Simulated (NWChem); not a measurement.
TiF$_{4}$; SMILES [F][Ti]([F])([F])[F]

Computed with NWChem. The geometry was optimised at PBE-D3(BJ)/def2-SVP. Level TPSS/def2-SVP: single points from the atomic guess with DIIS by default; each run changes one setting, and all converged runs end within 0.3 mHa of each other. NWChem's automatic level shift, which a small gap switches on, acted in some of these runs.

```
setting                           SCF iterations
--------------------------------  --------------
defaults                                      19
DIIS on 20 Fock matrices                      19
occupation smearing of 0.005 Ha               12
DIIS on 3 Fock matrices                       14
core-Hamiltonian guess                        13
level shift of 0.5 Ha throughout              19
```
